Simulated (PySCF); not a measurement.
# Sn: excitation energy

Sn [Kr] 4d10 5s2 5p2 (3P) → Sn [Kr] 4d10 5s2 5p1 5d1 (high-spin determinant), as a difference of total energies. Computed with PySCF 2.14 in aug-cc-pwCVDZ-PP with ECP28MDF (6s5p4d1f, 48 functions), with scalar relativity through the core potential. Correlated levels: valence: 4s2 4p6 4d10 frozen; valence and next inner shell: nothing frozen outside the core potential. The calculations carry no spin-orbit coupling.

| method | excitation energy (eV) |
| --- | --- |
| UHF | 6.402 |
| LDA | 5.927 |
| PBE | 5.739 |
| PBE0 | 5.974 |
| r2SCAN | 6.119 |
| TPSS | 5.844 |
| B3LYP | 5.911 |
| LC-wPBE | 6.523 |
| B97-3 | 5.915 |
| MP2 (valence) | 6.436 |
| SCS-MP2 (valence) | 6.396 |
| MP2 (valence and next inner shell) | 6.507 |
| SCS-MP2 (valence and next inner shell) | 6.432 |

Problem. How much does correlation contribute at MP2 (valence and next inner shell)?

Solution. 6.507 − (6.402) = 0.105 eV, measured against UHF.

The promoted electron is Rydberg-like, and one or two diffuse shells describe it only roughly, which tends to raise the upper state.

In the upper state the promoted electron has a positive orbital energy at LDA, PBE, r2SCAN, TPSS, B3LYP, B97-3, so the basis confines it.

The determinant of the upper state mixes LS terms, which raises its energy above the lowest term, most at the Hartree-Fock and MP2 levels.
